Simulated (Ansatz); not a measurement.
Input file for Ansatz (a program for electronic structure): R-PBE0/def2-TZVPP on C2F4 (SMILES FC(F)=C(F)F).

Ansatz 0.2 input:
```yaml
crystal:
  periodic: [false, false, false]
  atoms:
    - {symbol: F, position_ang: [-1.57743361, -0.19652143, 0.78053464]}
    - {symbol: C, position_ang: [-0.56059606, -0.35736620, -0.03969371]}
    - {symbol: F, position_ang: [-0.75706519, -1.29166269, -0.94583811]}
    - {symbol: C, position_ang: [0.56059606, 0.35736620, 0.03969371]}
    - {symbol: F, position_ang: [0.75706519, 1.29166269, 0.94583811]}
    - {symbol: F, position_ang: [1.57743361, 0.19652143, -0.78053464]}
basis:
  gaussian:
    orbitals: def2-TZVPP
hamiltonian:
  xc: {name: PBE0}
scf: {lower_state_search: off}
```

It printed:

```
WARN ansatz: RAYON_NUM_THREADS=8 ignored (pool sized by the plan → 8); use --threads N
Functional definition: PBE0
these checks for a lower state are left out or cut short: stability, starts, cluster_reference, orbital_swaps, neighbouring_geometries, increment
integrals: 0.08 GiB planned
984 factors; their error is unknown
mean field: 0.84 GiB planned
mean field evaluation 1: about -12931.2646 eV, gradient 3.3e1 eV
mean field evaluation 2: about -12931.2308 eV, gradient 3.4e1 eV
mean field evaluation 4: about -12932.5914 eV, gradient 9.7e-1 eV
mean field evaluation 8: about -12932.6426 eV, gradient 4.2e-1 eV
mean field evaluation 16: about -12932.6428 eV, gradient 8.5e-6 eV
mean field -12932.64277751 eV, -475.2658560135 hartree, gradient 8.7e-7 eV, S^2 0.000000; 0 other end points of the search recorded, 0 dependent functions left out
reference -12932.64279398 eV, -475.2658566185 hartree; 24, 24 occupied and 162, 162 virtual orbitals, 984 factors
Total energy: -12932.64279398 eV, -475.2658566185 hartree
Checks for a lower state left out: stability, starts, cluster_reference, orbital_swaps, neighbouring_geometries, increment
```

The calculation finished and met its thresholds.

Cost: very roughly 4 core-seconds.
